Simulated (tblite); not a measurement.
Species: C6H5N2O (doublet state).
Bonds: N1–C2 (triple), C2–C3, C3–C4 (aromatic), C4–O5 (aromatic), O5–C6 (aromatic), C6–C7 (aromatic), C7–C8, C8–N9, C3–C7 (aromatic). Hydrogens: H10 on C4; H11 on C6; H12, H13 on C8; H14 on N9.

The geometry is computed with GFN2-xTB (gas phase). This method treats the open shell by occupation alone, without spin polarisation.

Q: What internal coordinates does the optimisation give?

A: 
| bond | length (bohr) |
| --- | --- |
| N1≡C2 | 2.167 |
| C2–C3 | 2.650 |
| C3–C4 | 2.592 |
| C4–O5 | 2.521 |
| O5–C6 | 2.539 |
| C6–C7 | 2.574 |
| C7–C8 | 2.816 |
| C8–N9 | 2.630 |
| C3–C7 | 2.711 |
| C4–H10 | 2.026 |
| C6–H11 | 2.022 |
| C8–H12, C8–H13 | 2.100 |
| N9–H14 | 1.922 |

Bonds in one row agree within 0.02 bohr and their mean is given. A selection of angles:
| angle | degrees |
| --- | --- |
| N1–C2–C3 | 178.0 |
| C2–C3–C4 | 128.1 |
| C2–C3–C7 | 126.1 |
| C4–C3–C7 | 105.8 |
| C3–C4–O5 | 110.4 |
| C3–C4–H10 | 131.3 |
| O5–C4–H10 | 118.3 |
| C4–O5–C6 | 107.7 |
| O5–C6–C7 | 111.1 |
| O5–C6–H11 | 118.7 |
| C7–C6–H11 | 130.2 |
| C6–C7–C8 | 128.5 |
| C3–C7–C6 | 105.1 |
| C3–C7–C8 | 126.5 |
| C7–C8–N9 | 112.3 |
| C7–C8–H12 | 109.0 |
| N9–C8–H12 | 111.9 |
| H12–C8–H13 | 102.4 |
| C8–N9–H14 | 111.1 |

Torsions: C6–C7–C8–N9 -2° (synperiplanar); H14–N9–C8–C7 179° (antiperiplanar).

C6 (carbon bonded to C, O and H) is planar (angles 130.2°, 118.7° and 111.1°, sum 360.0°, 0.00 Å off the plane of its three neighbours). C3 (carbon bonded to 3 C) is planar (angles 128.1°, 126.1° and 105.8°, sum 360.0°, 0.00 Å off the plane of its three neighbours). The 2 C–N bonds span 1.147 Å (N1≡C2, drawn triple) to 1.392 Å (C8–N9, drawn single), a spread of 0.245 Å. The 9 heavy atoms lie in one plane (0.010 Å rms). O5 (oxygen bonded to 2 C) is bent (angle 107.7°). C7 (carbon bonded to 3 C) is planar (angles 128.5°, 126.5° and 105.1°, sum 360.0°, 0.00 Å off the plane of its three neighbours). The C–C distances run from 1.362 Å (C6–C7, aromatic) to 1.490 Å (C7–C8, drawn single), a spread of 0.128 Å.

Its GFN2-xTB frequencies are all real (lowest 48 cm⁻¹). Torsions: C6–C7–C8–N9 -2°, C7–C8–N9–H 179°.

One conformer stands for the species.
